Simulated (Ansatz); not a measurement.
`CCCCCCCCCCS`. The state is a singlet with charge 0. Geometry r2SCAN-D4/def2-SVP, basis def2-TZVP, Ansatz.

```csv
run,HOMO (eV),LUMO (eV)
A,-6.71,0.53
B,-5.32,-0.34
C,-5.72,-0.04
D,-5.42,-0.32
E,-5.47,-0.41
```

Question: The runs used BLYP, PBE, PBE0, r2SCAN, revPBE. Estimate which is which.

Answer: A PBE0 (25 % exact exchange); B BLYP (0 % exact exchange); C r2SCAN (0 % exact exchange); D revPBE (0 % exact exchange); E PBE (0 % exact exchange). Exact exchange lowers occupied and raises empty levels; among semilocal functionals meta-GGAs tend to open the gap a little, and such runs are hard to tell apart. The gap grows from 4.98 eV (BLYP) to 7.25 eV (PBE0).
